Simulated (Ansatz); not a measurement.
Program: Ansatz. Geometries: PBE0-D4/def2-TZVP. ΔE: electronic, gas phase. CBS: MP2 limit from def2 TZ/QZ plus the TZ coupled-cluster correction, frozen cores. This one scheme is used for every species, atoms too. DFT in def2-TZVPP. B3LYP here is the variant with VWN-RPA as its local correlation; programs differ in this. No spin–orbit coupling; open shells (•) take unrestricted orbitals. Spin–orbit coupling would lower the free atoms: a little for C, F, O, Si. One conformer a species, not always the lowest.

`O[SiH](O)/C=C\[SiH2]F` → 2 C• + F• + 7 H• + 2 O• + 2 Si•  (atomization)

| level | ΔE (kJ/mol) | difference from CCSD(T)/CBS |
| --- | --- | --- |
| PBE0-D4 | 5508.9 | -61.6 |
| B3LYP-D4 | 5528.6 | -41.9 |
| ωB97X-V | 5559.9 | -10.6 |
| ωB97M-V | 5564.9 | -5.6 |
| B2PLYP | 5484.6 | -85.9 |
| PBE | 5576.6 | 6.1 |
| HF/def2-TZVPP | 4059.5 | -1511.0 |
| MP2/def2-TZVPP | 5537.4 | -33.1 |
| SCS-MP2/def2-TZVPP | 5493.5 | -77.0 |
| CCSD/def2-TZVPP | 5326.8 | -243.7 |
| CCSD(T)/def2-TZVPP | 5410.3 | -160.2 |
| MP2/def2-QZVPP | 5633.6 | 63.1 |
| SCS-MP2/def2-QZVPP | 5599.8 | 29.3 |
| HF/CBS(def2) | 4073.7 | -1496.8 |
| MP2/CBS(def2) | 5697.5 | 127.0 |
| CCSD/CBS(def2) | 5486.9 | -83.6 |
| CCSD(T)/CBS | 5570.5 | 0 |

Largest T1 diagnostic among the species: 0.012.

From PBE to PBE0 (25 % exact exchange), in def2-TZVPP and without D4, ΔE moves by −98.5 kJ/mol: exact exchange takes away binding that semilocal exchange gives to molecules. The D4 term adds +58.3 kJ/mol with B3LYP and +30.8 kJ/mol with PBE0; it sums over pairs of atoms, weighted by their polarisabilities, and B3LYP, whose exchange is more repulsive, gets the larger term.

For atomizations the MP2-based limit and the directly extrapolated one differ by several kJ/mol either way, and by 10 to 25 for some Ge, Se and Sn compounds, so smaller differences from it don't rank the levels.
